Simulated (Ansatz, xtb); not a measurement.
# Ranking isomers of C2BO−

3 gas-phase structures of C2BO−, found in a search over its isomers (lower ones may exist). Each was relaxed with GFN2-xTB:

A. a singlet given by its coordinates
B. `[C-]#CB=O`, a singlet
C. `[C+]#[B-][C-]=O`, a singlet

A (Å):

```xyz
4

C    -2.2669    1.6711   -0.9643
C    -1.2645    2.4050   -1.0310
B    -3.4597    0.8824   -0.8984
O    -0.2928    3.1513   -1.1079
```

Close contacts (Å): C1–C2 1.24, C1–B3 1.43, C2–O4 1.23.

Q: Which do you expect lowest at r2SCAN-D4/def2-SVPD, and how would the others follow?

A: Calculated order at r2SCAN-D4/def2-SVPD: B (0.0), A (51.2), C (81.6) kcal/mol.

Energies above the lowest of each column, in kcal/mol; the last columns are at B3LYP-D3(BJ)/def2-SVPD geometries:

```
structure  GFN2-xTB  HF/STO-3G  r2SCAN-D4/def2-SVPD  B3LYP-D3(BJ)/def2-SVPD  CCSD(T)/def2-TZVPPD
        B       0.0        0.0                  0.0                     0.0                  0.0
        A      63.5       89.3                 51.2                    52.6                 53.9
        C      94.4      125.7                 81.6                    84.9                 83.0
```

Every level run on B puts it lowest or level with the lowest. Large T1 diagnostics make some coupled-cluster values less sure.

Programs: Ansatz 0.2.0, xtb 6.7.1.
